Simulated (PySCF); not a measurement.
H3S2 (SMILES S[SH2+]), charge +1, singlet, geometry from GFN2-xTB; HF/def2-SV(P) (PySCF).

The PySCF input:
```python
from pyscf import gto, scf

mol = gto.M(
    atom='''
S     0.898631   -0.203183    0.564425
S    -0.817766    0.187672   -0.545423
H     1.704925   -0.248125   -0.504118
H    -1.333732    1.215048    0.184370
H    -1.665034   -0.718742    0.015711
''',
    basis='def2-sv(p)',
    charge=1,
    spin=0,
    verbose=4,
)

mf = scf.RHF(mol)
mf.kernel()
```

What does PySCF print? Leave out banner, timings and long lists.


```
PySCF version 2.14.0

[INPUT] verbose = 4
[INPUT] num. atoms = 5
[INPUT] num. electrons = 34
[INPUT] charge = 1
[INPUT] spin (= nelec alpha-beta = 2S) = 0
[INPUT] symmetry False subgroup None
[INPUT] Mole.unit = angstrom
[INPUT] Symbol           X                Y                Z      unit          X                Y                Z       unit  Magmom
[INPUT]  1 S      0.898631000000  -0.203183000000   0.564425000000 AA    1.698166477044  -0.383960223168   1.066608667858 Bohr   0.0
[INPUT]  2 S     -0.817766000000   0.187672000000  -0.545423000000 AA   -1.545353773981   0.354648681249  -1.030700092039 Bohr   0.0
[INPUT]  3 H      1.704925000000  -0.248125000000  -0.504118000000 AA    3.221841312924  -0.468888294658  -0.952644954463 Bohr   0.0
[INPUT]  4 H     -1.333732000000   1.215048000000   0.184370000000 AA   -2.520388203568   2.296107948201   0.348408805586 Bohr   0.0
[INPUT]  5 H     -1.665034000000  -0.718742000000   0.015711000000 AA   -3.146458248089  -1.358225534222   0.029689487143 Bohr   0.0

nuclear repulsion = 94.0758132700172
number of shells = 22
number of NR pGTOs = 84
number of NR cGTOs = 42
basis = def2-sv(p)
ecp = {}

******** <class 'pyscf.scf.hf.RHF'> ********
method = RHF
initial guess = minao
damping factor = 0
level_shift factor = 0
DIIS = <class 'pyscf.scf.diis.CDIIS'>
diis_start_cycle = 1
diis_space = 8
diis_damp = 0
SCF conv_tol = 1e-09
SCF conv_tol_grad = None
SCF max_cycles = 50
direct_scf = True
direct_scf_tol = 1e-13
Set gradient conv threshold to 3.16228e-05
Initial guess from minao.
init E= -796.589931077313
  HOMO = -0.298076501408985  LUMO = -0.00895200241103966  gap/eV = 7.86748
cycle= 1 E= -796.158383745138  delta_E= 0.432  |g|= 0.418  |ddm|= 2.06
  HOMO = -0.63178787452921  LUMO = -0.190704667993405  gap/eV = 12.00249
cycle= 2 E= -796.221106679796  delta_E= -0.0627  |g|= 0.154  |ddm|= 0.78
  HOMO = -0.627744971262766  LUMO = -0.143954997671166  gap/eV = 13.16460
cycle= 3 E= -796.228069660905  delta_E= -0.00696  |g|= 0.0316  |ddm|= 0.196
  HOMO = -0.62357339776803  LUMO = -0.138633811539184  gap/eV = 13.19588
cycle= 4 E= -796.228624040275  delta_E= -0.000554  |g|= 0.0078  |ddm|= 0.0519
  HOMO = -0.626503229629116  LUMO = -0.139417140457992  gap/eV = 13.25429
cycle= 5 E= -796.228663059613  delta_E= -3.9e-05  |g|= 0.00201  |ddm|= 0.0153
  HOMO = -0.626230999867619  LUMO = -0.139190272821615  gap/eV = 13.25305
cycle= 6 E= -796.228666496596  delta_E= -3.44e-06  |g|= 0.000627  |ddm|= 0.00504
  HOMO = -0.626472121737112  LUMO = -0.139274744578996  gap/eV = 13.25732
cycle= 7 E= -796.228666821889  delta_E= -3.25e-07  |g|= 0.000176  |ddm|= 0.00173
  HOMO = -0.626492705585729  LUMO = -0.139265145154931  gap/eV = 13.25814
cycle= 8 E= -796.228666855981  delta_E= -3.41e-08  |g|= 3.75e-05  |ddm|= 0.000652
  HOMO = -0.626497021248782  LUMO = -0.139265104420459  gap/eV = 13.25826
cycle= 9 E= -796.228666857586  delta_E= -1.6e-09  |g|= 7.14e-06  |ddm|= 0.000145
  HOMO = -0.626497276612848  LUMO = -0.139265149872178  gap/eV = 13.25826
cycle= 10 E= -796.228666857639  delta_E= -5.32e-11  |g|= 1.96e-06  |ddm|= 2.08e-05
  HOMO = -0.626497314310907  LUMO = -0.139265160181291  gap/eV = 13.25826
Extra cycle  E= -796.228666857641  delta_E= -1.59e-12  |g|= 8.55e-07  |ddm|= 3.86e-06
converged SCF energy = -796.228666857641
```
